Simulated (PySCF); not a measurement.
## Radial density of Ni (nickel, neutral)

B3LYP, [Ar] 3d8 4s2, high-spin 3F determinant. All numbers are calculated (PySCF 2.14, scalar relativity by spin-free X2C-1e, in x2c-TZVPall (6s5p4d1f, 48 functions)).

```csv
r (bohr),4πr²ρ (e/bohr),4πr²(ρα − ρβ)
0.000899,0.2185,0.0000
0.00151,0.5502,0.0000
0.00254,1.373,0.0001
0.00428,3.314,0.0002
0.00719,7.515,0.0003
0.0121,15.35,0.0007
0.0203,26.35,0.0011
0.0342,33.91,0.0014
0.0576,30.00,0.0032
0.0968,27.84,0.0212
0.163,38.31,0.1403
0.274,24.97,0.6785
0.461,17.08,1.7802
0.775,18.23,1.9187
1.30,5.486,0.7923
2.19,1.508,0.1346
3.69,0.4396,-0.0033
6.20,0.02955,-0.0028
10.4,7.152e-05,0.0000
```

Densities and radii are taken from the X2C orbitals without a picture-change correction, which distorts them close to the nucleus.

**Question.** Where is the radial spin density 4πr²(ρα − ρβ) most negative, and why is it negative at all?

**Answer.** Around r = 3.69 bohr, down to -0.0033 e/bohr: exchange with the open shell polarises the paired shells in an unrestricted calculation.
